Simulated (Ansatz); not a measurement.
Steps of a relaxation of `[NH2][Ge]([NH2])([NH2])[NH2]` with RKS PBE0-D4/def2-TZVP.

```sh
$ ansatz run in.yaml --threads 2 --pin off --events-out ev --progress --plain --max-ram 32768MiB --backend cuda --devices 0, --max-vram 18GiB
```

```yaml
crystal:
  periodic: [false, false, false]
  atoms:
    - {symbol: N, position_ang: [-1.307444, 1.166330, 0.511116]}
    - {symbol: Ge, position_ang: [0.024634, -0.042048, 0.054985]}
    - {symbol: N, position_ang: [-0.496634, -1.570440, 0.954296]}
    - {symbol: N, position_ang: [0.300921, -0.666280, -1.671595]}
    - {symbol: N, position_ang: [1.605650, 0.765254, 0.549039]}
    - {symbol: H, position_ang: [-1.309519, 2.021081, -0.057280]}
    - {symbol: H, position_ang: [-2.242800, 0.746107, 0.451021]}
    - {symbol: H, position_ang: [0.189754, -2.324182, 0.827345]}
    - {symbol: H, position_ang: [-0.574239, -1.405922, 1.965423]}
    - {symbol: H, position_ang: [0.445234, 0.078248, -2.363242]}
    - {symbol: H, position_ang: [-0.473458, -1.254210, -2.002438]}
    - {symbol: H, position_ang: [2.348110, 0.749453, -0.154859]}
    - {symbol: H, position_ang: [1.510191, 1.701910, 0.951088]}
basis:
  gaussian: {orbitals: def2-TZVP}
hamiltonian: {xc: pbe0, dispersion: d4}
relax: {f_tol: 0.005, max_steps: 150}
```

Positions (Å) and forces (eV/Å) along the path, 7 of 7 steps:

```xyz
13
step=1 energy=-62599.3625 eV
N    -1.307    1.166    0.511   -0.322    0.015   -0.535
Ge    0.025   -0.042    0.055    0.004   -0.036    0.039
N    -0.497   -1.570    0.954    0.543   -0.044    0.378
N     0.301   -0.666   -1.672   -0.485    0.265   -0.279
N     1.606    0.765    0.549    0.068    0.417   -0.287
H    -1.310    2.021   -0.057    0.010   -0.523    0.373
H    -2.243    0.746    0.451    0.576    0.265    0.040
H     0.190   -2.324    0.827   -0.428    0.430    0.066
H    -0.574   -1.406    1.965    0.018   -0.092   -0.613
H     0.445    0.078   -2.363   -0.068   -0.463    0.429
H    -0.473   -1.254   -2.002    0.477    0.352    0.211
H     2.348    0.749   -0.155   -0.457    0.011    0.436
H     1.510    1.702    0.951    0.064   -0.596   -0.258
13
step=2 energy=-62599.4111 eV
N    -1.304    1.157    0.504   -0.085   -0.049   -0.240
Ge    0.024   -0.044    0.057    0.008   -0.048    0.039
N    -0.485   -1.566    0.954    0.247    0.048    0.121
N     0.294   -0.660   -1.662   -0.219    0.131   -0.048
N     1.596    0.763    0.543   -0.037    0.138   -0.131
H    -1.295    2.011   -0.044    0.018   -0.134    0.132
H    -2.231    0.747    0.431    0.158    0.079    0.046
H     0.193   -2.314    0.832   -0.148    0.106   -0.004
H    -0.573   -1.403    1.954   -0.035   -0.027   -0.179
H     0.445    0.076   -2.345    0.015   -0.136    0.119
H    -0.474   -1.238   -1.992    0.152    0.067    0.059
H     2.329    0.746   -0.154   -0.102   -0.016    0.125
H     1.501    1.690    0.939    0.028   -0.160   -0.039
13
step=3 energy=-62599.4215 eV
N    -1.303    1.148    0.496    0.011   -0.033   -0.054
Ge    0.025   -0.044    0.056    0.000   -0.023    0.019
N    -0.475   -1.559    0.954    0.064    0.039    0.012
N     0.284   -0.654   -1.659   -0.048    0.037    0.028
N     1.590    0.768    0.533   -0.056    0.019   -0.058
H    -1.290    2.011   -0.029    0.017    0.031    0.020
H    -2.228    0.747    0.430   -0.024   -0.008    0.025
H     0.190   -2.312    0.833   -0.009   -0.034   -0.021
H    -0.583   -1.402    1.947   -0.039    0.002    0.011
H     0.449    0.070   -2.344    0.038    0.008   -0.014
H    -0.470   -1.241   -1.990    0.001   -0.036   -0.002
H     2.328    0.747   -0.152    0.036   -0.018   -0.003
H     1.503    1.687    0.939    0.009    0.015    0.037
13
step=4 energy=-62599.4244 eV
N    -1.299    1.136    0.522   -0.026   -0.005   -0.020
Ge    0.022   -0.045    0.053    0.027    0.013    0.002
N    -0.483   -1.559    0.944    0.044    0.005    0.020
N     0.298   -0.671   -1.648   -0.033   -0.002   -0.019
N     1.571    0.816    0.476   -0.015   -0.028    0.016
H    -1.269    2.029    0.054   -0.013    0.026   -0.004
H    -2.235    0.759    0.463   -0.003    0.004   -0.004
H     0.154   -2.335    0.824    0.004    0.002    0.004
H    -0.642   -1.418    1.931    0.002   -0.001    0.005
H     0.510    0.033   -2.340   -0.002   -0.001   -0.017
H    -0.435   -1.273   -1.995    0.000    0.001   -0.010
H     2.327    0.775   -0.187    0.003   -0.004    0.015
H     1.501    1.718    0.917    0.012   -0.009    0.012
13
step=5 energy=-62599.4269 eV
N    -1.309    1.139    0.503    0.011    0.012   -0.009
Ge    0.019   -0.042    0.048    0.015   -0.007    0.015
N    -0.464   -1.555    0.952   -0.017   -0.006    0.006
N     0.281   -0.663   -1.658    0.007    0.013    0.002
N     1.574    0.798    0.494   -0.024   -0.001   -0.017
H    -1.282    2.032    0.032    0.001   -0.016    0.007
H    -2.242    0.758    0.442   -0.005   -0.004   -0.004
H     0.181   -2.323    0.834    0.005    0.008   -0.004
H    -0.616   -1.408    1.940    0.003    0.006   -0.009
H     0.487    0.040   -2.352   -0.003   -0.003    0.003
H    -0.454   -1.265   -2.001   -0.007   -0.002    0.002
H     2.336    0.757   -0.163    0.006    0.002    0.004
H     1.510    1.697    0.943    0.006   -0.003    0.002
13
step=6 energy=-62599.4270 eV
N    -1.309    1.137    0.502   -0.006    0.002    0.005
Ge    0.020   -0.043    0.049    0.006    0.013   -0.004
N    -0.465   -1.555    0.952   -0.004   -0.009   -0.002
N     0.280   -0.662   -1.658    0.003   -0.005   -0.004
N     1.574    0.799    0.492   -0.006    0.006   -0.011
H    -1.281    2.030    0.031    0.001    0.000   -0.001
H    -2.242    0.755    0.437    0.004    0.001   -0.001
H     0.183   -2.322    0.835    0.002   -0.001    0.002
H    -0.617   -1.407    1.940    0.001    0.001    0.003
H     0.484    0.043   -2.352   -0.002   -0.001    0.003
H    -0.457   -1.263   -1.999    0.002    0.002    0.002
H     2.338    0.757   -0.162   -0.004   -0.001    0.007
H     1.512    1.695    0.946    0.003   -0.009    0.000
13
step=7 energy=-62599.4271 eV
N    -1.310    1.137    0.502   -0.001    0.002   -0.002
Ge    0.019   -0.043    0.047    0.001    0.001    0.001
N    -0.464   -1.556    0.952    0.001   -0.002    0.002
N     0.279   -0.663   -1.659   -0.001    0.001   -0.003
N     1.570    0.803    0.486   -0.005   -0.005    0.001
H    -1.279    2.030    0.033    0.000    0.000    0.001
H    -2.244    0.757    0.433    0.000   -0.001    0.001
H     0.188   -2.320    0.838   -0.001    0.002    0.000
H    -0.616   -1.405    1.940    0.000    0.000   -0.002
H     0.480    0.042   -2.353    0.000    0.000    0.000
H    -0.457   -1.264   -1.999    0.000   -0.002    0.001
H     2.340    0.756   -0.160    0.003    0.003    0.001
H     1.515    1.691    0.955    0.004    0.002    0.000
```

Hardware: 2 threads of an AMD EPYC 7R13 on a shared host and a share of an NVIDIA H100 80 GB. Wall time 26 s, peak host memory 0.85 GiB.
